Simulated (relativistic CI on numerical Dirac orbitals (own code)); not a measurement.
How the errors of a small relativistic CI change along the 45-electron sequence

Levels calculated with a relativistic CI code on KLI orbitals, against measured ones, in five cumulative steps: (1) Dirac-Coulomb, each configuration alone; (2) with Breit and QED terms; (3) with configuration mixing; (4) with scaled Slater integrals; (5) with a P86 correlation estimate. Each ion has its own short list of configurations; levels above 2,000 cm⁻¹ that pair in every step are counted, and ions without enough such levels are left out. The scale is 0.85 up to charge 4 and 0.9 beyond; P86 is a density functional added for each configuration.

Median relative error (%):

| Ion | Ground | Levels | (1) | (2) | (3) | (4) | (5) |
| --- | --- | --- | --- | --- | --- | --- | --- |
| Rh | 4d8 5s | 4 | 25.1 | 22.7 | 20.7 | 12.6 | 10.9 |
| Pd⁺ | 4d9 | 7 | 20.2 | 19.8 | 16.5 | 11.8 | 1.1 |
| Ag²⁺ | 4d9 | 10 | 2.5 | 3.4 | 3.6 | 2.4 | 3.8 |
| Cd³⁺ | 4d9 | 26 | 1.5 | 1.8 | 2.1 | 1.8 | 1.5 |
| In⁴⁺ | 4s2 4d9 | 32 | 1.1 | 1.2 | 1.1 | 0.7 | 1.9 |
| Sn⁵⁺ | 4s2 4d9 | 36 | 0.8 | 0.8 | 1.5 | 1.0 | 3.1 |

Mean absolute error (cm⁻¹):

```tsv
Ion	(1)	(2)	(3)	(4)	(5)
Rh	1649	1568	1279	706	666
Pd⁺	4453	4303	3594	2698	505
Ag²⁺	2351	2153	1906	1435	2607
Cd³⁺	3124	2999	3338	2758	3089
In⁴⁺	2887	2841	2782	1899	4857
Sn⁵⁺	2854	2816	4492	3389	9875
```

In step (3), fully ab initio, the relative error is 20.7 % for Rh and 1.5 % for Sn⁵⁺, while the absolute error goes from 1279 to 4492 cm⁻¹. The relative error falls from the first to the last ion but not steadily, and the ground configuration changes on the way. The sets of levels differ from ion to ion, which blurs the trend. Mixing (step 3) lowers the mean absolute error for 4 of the 6 ions and scaling (step 4) for 6. The P86 step changes the mean absolute error by a factor of 0.9 for the first ion and 2.9 for the last.

Sources of the measured levels: Rh, NIST Handbook of Basic Atomic Spectroscopic Data (Sansonetti and Martin, J. Phys. Chem. Ref. Data 34, 1559 (2005)); Pd⁺, NIST Handbook of Basic Atomic Spectroscopic Data (Sansonetti and Martin, J. Phys. Chem. Ref. Data 34, 1559 (2005)); Ag²⁺, Moore, Atomic Energy Levels, vol. III, NSRDS-NBS 35 (1971 reprint of NBS Circular 467, 1958); Cd³⁺, Moore, Atomic Energy Levels, vol. III, NSRDS-NBS 35 (1971 reprint of NBS Circular 467, 1958); In⁴⁺, measured levels as listed in Gamrath, thesis, University of Mons (2023); Sn⁵⁺, Moore, Atomic Energy Levels, vol. III, NSRDS-NBS 35 (1971 reprint of NBS Circular 467, 1958); Atoms 5, 47 (2017), spectrum Sn VI.
